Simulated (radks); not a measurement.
Task: The table gives one normalised radial function P(r) = r R(r) of Pb8+ in [Xe] 4f14 5d6 (r in bohr). Calculated with a radial shooting solver on a logarithmic mesh with Libxc functionals: non-relativistic Kohn-Sham, TPSS, spin-polarised, spherical densities, point nucleus; open shells are filled with parallel spins first (spin-orbit coupling, left out, can overturn this in heavy ions); meta-GGA in the generalised Kohn-Sham scheme; relativity is left out, which matters for an element this heavy.

r         P
0.001063   0.0536
0.001406   0.0689
0.001845   0.0871
0.002442   0.1095
0.003205   0.1343
0.00424    0.1618
0.005566   0.1876
0.007364   0.2078
0.009666   0.2130
0.01279    0.1920
0.01679    0.1337
0.02221    0.0262
0.02916   -0.1174
0.03858   -0.2684
0.05063   -0.3461
0.067     -0.2644
0.08794    0.0053
0.1164     0.3571
0.1527     0.4900
0.2021     0.1698
0.2652    -0.4239
0.3509    -0.7149
0.4606    -0.2536
0.6095     0.6671
0.8        1.2350
1.059      1.0935
1.389      0.5843
1.838      0.1791
2.413      0.0311
3.193      0.0023

Which n and l does it have? It may be an empty orbital.

Result: n = 5, l = 0: the number of nodes gives n - l - 1 = 4, the rise at small r (about r^(l+1)) gives l, and the extent must fit the shell. The curve is that of 5s down; the table hardly tells the two spins apart. 5s down: eigenvalue -228.02 eV, 4 radial nodes at r = 0.0235, 0.0876, 0.219, 0.500 bohr, <r> = 0.926 bohr, 90 % of the charge inside 1.31 bohr.
